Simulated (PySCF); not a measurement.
# Shieldings and the share of exact exchange

Molecule: `FC(F)(F)[SiH3]`, CH$_{3}$F$_{3}$Si.

Geometry:
| atom | x (Å) | y (Å) | z (Å) |
| --- | --- | --- | --- |
| F1 | 1.621 | -0.169 | -1.007 |
| C2 | 0.943 | -0.007 | 0.137 |
| F3 | 1.361 | 1.142 | 0.689 |
| F4 | 1.308 | -1.001 | 0.961 |
| Si5 | -0.968 | 0.009 | -0.157 |
| H6 | -1.269 | 1.110 | -1.111 |
| H7 | -1.357 | -1.312 | -0.720 |
| H8 | -1.620 | 0.246 | 1.159 |

GIAO shieldings (ppm, equivalent atoms averaged) in PySCF 2.14 on the PBE0-D3(BJ)/def2-SVP geometry, basis pcSseg-2, gas phase, non-relativistic:

```csv
functional,exact exchange (%),σ(F1/F3/F4),σ(C2),σ(Si5)
BLYP,0,221.5,30.2,389.4
BP86,0,221.7,35.5,399.2
PBE,0,219.9,35.3,401.4
B3LYP,20,239.0,38.8,398.8
PBE0,25,242.2,45.7,412.6
mPW1PW91,25,243.6,45.0,410.6
HF,100,293.0,71.9,444.4
```

(1) Fit each shielding as a line in the percentage of exact exchange.

(2) What does the line predict for BHandHLYP (50 %), and what does the run give?

Results:

(1) σ(F1/F3/F4) = 222.7 + 0.72 x (rms 2.0 ppm); σ(C2) = 33.9 + 0.38 x (rms 2.2 ppm); σ(Si5) = 396.3 + 0.48 x (rms 4.7 ppm). The functionals also differ in their semilocal parts, which the line can't hold; Hartree–Fock has no correlation at all.

(2) σ(F1/F3/F4): 258.7 predicted, 261.3 computed; σ(C2): 52.9 predicted, 51.4 computed; σ(Si5): 420.3 predicted, 414.1 computed ppm.
